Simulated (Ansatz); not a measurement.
Consider the ligand exchange at the Sb–O bond: `[SiH3][O][SbH2]` + `N[SiH3]` → `[SiH3][NH][SbH2]` + silanol.

Isolated molecules relaxed with PBE0-D4/def2-TZVP in Ansatz; ΔE leaves out vibrations. CCSD(T)/CBS is the MP2 limit (def2-TZVPP, def2-QZVPP) plus CCSD(T) − MP2 in def2-TZVPP, frozen cores. This one scheme is used for every species. DFT in def2-TZVPP. Elements past krypton have def2 core potentials. For Sb outer-core shells are correlated without core-valence functions, which leaves a few kJ/mol of doubt a bond.

| level | ΔE (kJ/mol) |
| --- | --- |
| PBE-D4 | 15.8 |
| PBE-QIDH | 13.6 |
| revPBE | 19.8 |
| r2SCAN0 | 17.3 |
| LC-ωPBE | 18.4 |
| HF/def2-TZVPP | 24.7 |
| MP2/def2-TZVPP | 10.8 |
| CCSD/def2-TZVPP | 14.6 |

(1) What does CCSD(T)/CBS give? (An estimate is asked.)

Largest T1 diagnostic among the species: 0.014.

## Answers

(1) The calculation gave: +15.8 kJ/mol. The listed levels differ from it by 0.0, -2.2, 4.0, 1.5, 2.6, 8.9, -5.0, -1.2 kJ/mol.

In def2-TZVPP, CCSD(T) changes the Hartree–Fock value by −11.4 kJ/mol (the triples alone add −1.3 kJ/mol) and MP2 by −14.0 kJ/mol. The D4 term adds −3.3 kJ/mol with B3LYP and −1.7 kJ/mol with PBE0; it sums over pairs of atoms, weighted by their polarisabilities, and B3LYP, whose exchange is more repulsive, gets the larger term.

B3LYP here is the variant with VWN-RPA as its local correlation; programs differ in this.
